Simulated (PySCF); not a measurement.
Si(H)(F)2(OMe) (CH4F2OSi), SMILES CO[SiH](F)F.

Coordinates come from a r2SCAN-D4/def2-SVP optimisation. One conformer was computed; it need not be the lowest.

Level of theory: PySCF with TDA-B3LYP/def2-SVPD.

Vertical excitations. Isolated molecule, no solvent. State labels are in the subgroup Cs.

| state | symmetry | energy (eV) | λ (nm) | f | main pairs |
|---|---|---|---|---|---|
| S1 | A" | 8.03 | 154 | 0.001 | HOMO→LUMO 97 % |
| S2 | A' | 8.57 | 145 | 0.004 | HOMO−1→LUMO 83 %, HOMO→LUMO+1 13 % |
| S3 | A" | 8.60 | 144 | 0.014 | HOMO→LUMO+2 93 % |
| S4 | A' | 8.73 | 142 | 0.060 | HOMO→LUMO+1 82 % |
| S5 | A" | 8.97 | 138 | 0.012 | HOMO→LUMO+3 91 % |
| S6 | A" | 9.02 | 137 | 0.003 | HOMO−1→LUMO+1 98 % |
| S7 | A' | 9.13 | 136 | 0.028 | HOMO−1→LUMO+2 87 % |
| S8 | A" | 9.41 | 132 | 0.012 | HOMO→LUMO+4 95 % |
| S9 | A' | 9.58 | 129 | 0.049 | HOMO−1→LUMO+3 89 % |
| S10 | A' | 9.98 | 124 | 0.010 | HOMO−1→LUMO+4 85 %, HOMO−2→LUMO 13 % |
| T1 | A" | 7.84 | 158 | 0 | HOMO→LUMO 81 %, HOMO→LUMO+2 15 % |
| T2 | A" | 8.18 | 151 | 0 | HOMO→LUMO+2 66 %, HOMO→LUMO 16 %, HOMO→LUMO+3 15 % |
| T3 | A' | 8.20 | 151 | 0 | HOMO→LUMO+1 93 % |
| T4 | A' | 8.37 | 148 | 0 | HOMO−1→LUMO 82 % |
Triplets are in the Tamm–Dancoff approximation.
